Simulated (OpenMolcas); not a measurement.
# Computed levels of O³⁺

```json
{
  "Program": "OpenMolcas 26.06",
  "Method": "CASSCF",
  "Basis": "ANO-RCC-VQZP [5s4p3d2f1g]",
  "Scalar Hamiltonian": "DKH2, point nucleus",
  "Active space": "3 electrons in 4 orbitals (2s 2p)",
  "State averaging": "2S+1 = 4 odd, 1 root; 2S+1 = 2 odd, 11 roots; 2S+1 = 4 even, 3 roots; 2S+1 = 2 even, 9 roots",
  "Spin-orbit coupling": "RASSI with atomic mean-field integrals over the reference wave functions, term energies averaged over their components"
}
```

With spin-orbit coupling, above the lowest level:

```tsv
Configuration	Term	J	E (cm⁻¹)	Measured (cm⁻¹)	g	Term weight %
2s² 2p	²P°	1/2	0.0	0.0	0.666	100
2s² 2p	²P°	3/2	353	386	1.334	100
2s 2p²	⁴P	1/2	65323	71440	2.671	100
2s 2p²	⁴P	3/2	65450	71570	1.735	100
2s 2p²	⁴P	5/2	65661	71756	1.601	100
2s 2p²	²D	3/2	132809	126950	0.800	100
2s 2p²	²D	5/2	132810	126936	1.200	100
2s 2p²	²S	1/2	169316	164366	2.002	100
2s 2p²	²P	1/2	191920	180481	0.666	100
2s 2p²	²P	3/2	192169	180724	1.334	100
2p³	⁴S°	3/2	228891	231538	2.002	100
2p³	²D°	3/2	265466	255185	0.800	100
2p³	²D°	5/2	265467	255156	1.200	100
2p³	²P°	1/2	301892	289015	0.666	100
2p³	²P°	3/2	301909	289024	1.334	100
```

Against the 14 measured excited levels shown (Moore, Selected Tables of Atomic Spectra, NSRDS-NBS 3, section 10) the mean absolute deviation is 7600 cm-1; the largest miss in energy is 2p³ ²P°_3/2: computed 301909, measured 289024 cm⁻¹ (+4.5 %), and the largest in proportion 2s 2p² ⁴P_1/2 (-8.6 %).

Spin-orbit coupling puts the lowest level 236 cm⁻¹ below the lowest spin-free term.

Computed and measured levels are paired by configuration, term and J; levels that our copy of the source lacks, or whose pairing is in doubt (as where it misses far off the trend of its configuration), stay unpaired and out of the deviations. Only configurations of the active space appear.

The term weight is that of the spin-free term in the level, not the purity of its configuration. ° marks odd parity.
